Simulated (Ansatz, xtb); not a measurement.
**C4H6BrF: which of two isomers lies lower**

Structure a is `FC1(Br)CCC1`, a singlet and structure b is `F[C@@H]1CC[C@H]1Br`, a singlet. Both are isolated molecules in the gas phase, relaxed with B3LYP/def2-SVP.

**Question.** Estimate E(b) − E(a) at the level CCSD(T)/def2-SVP + ΔMP2/def2-TZVPP.

**Answer.** CCSD(T)/def2-SVP + ΔMP2/def2-TZVPP gives E(b) − E(a) = −1.23 kJ/mol, slightly favouring structure b, which is too small a margin to settle the true order.

Level by level:

```json
{"level": "GFN2-xTB", "geometry": "GFN2-xTB", "E(b) − E(a) (kJ/mol)": "+0.44", "departure from the last row (kJ/mol)": "+1.67", "job, with rough time for the two": "optimisation, 0.92 s"}
{"level": "HF/STO-3G", "geometry": "GFN2-xTB", "E(b) − E(a) (kJ/mol)": "+11.64", "departure from the last row (kJ/mol)": "+12.87", "job, with rough time for the two": "single point, 2.1 s"}
{"level": "r2SCAN-D4/def2-SVP", "geometry": "GFN2-xTB", "E(b) − E(a) (kJ/mol)": "+6.31", "departure from the last row (kJ/mol)": "+7.53", "job, with rough time for the two": "single point, 13 s"}
{"level": "B3LYP/def2-SVP", "geometry": "B3LYP/def2-SVP", "E(b) − E(a) (kJ/mol)": "+0.08", "departure from the last row (kJ/mol)": "+1.31", "job, with rough time for the two": "optimisation, 2.7 min"}
{"level": "HF/def2-SVP", "geometry": "B3LYP/def2-SVP", "E(b) − E(a) (kJ/mol)": "−8.56", "departure from the last row (kJ/mol)": "−7.33", "job, with rough time for the two": "part of the CCSD(T) run"}
{"level": "MP2/def2-SVP", "geometry": "B3LYP/def2-SVP", "E(b) − E(a) (kJ/mol)": "+0.03", "departure from the last row (kJ/mol)": "+1.25", "job, with rough time for the two": "part of the CCSD(T) run"}
{"level": "CCSD(T)/def2-SVP", "geometry": "B3LYP/def2-SVP", "E(b) − E(a) (kJ/mol)": "−0.23", "departure from the last row (kJ/mol)": "+1.00", "job, with rough time for the two": "single point"}
{"level": "CCSD(T)/def2-SVP + ΔMP2/def2-TZVPP", "geometry": "B3LYP/def2-SVP", "E(b) − E(a) (kJ/mol)": "−1.23", "departure from the last row (kJ/mol)": "", "job, with rough time for the two": "single point, 3.3 min"}
```

As drawn, both hold the same kinds of bond in the same numbers.

The largest departure from CCSD(T)/def2-SVP + ΔMP2/def2-TZVPP is that of HF/STO-3G, 12.87 kJ/mol. The last row adds to CCSD(T) the change of the MP2 difference between the two basis sets, here −1.00 kJ/mol.

With thermal terms from frequencies at re-optimised GFN2-xTB minima (ideal gas, soft modes damped towards free rotors, one conformer each, 298.15 K, 1 atm): the zero-point term adds +0.86 kJ/mol; ΔH is −0.63 and ΔG −0.73 kJ/mol.

The correlated steps freeze 14 core orbitals; the filled d shell of Br is correlated, in a basis made for valence electrons. Mirror images aren't counted in ΔG. Codes used: Ansatz 0.2.0, xtb 6.7.1; the last row on 2 threads of Intel(R) Xeon(R) Processor @ 2.50GHz (Skylake/Cascade Lake) on a shared host.
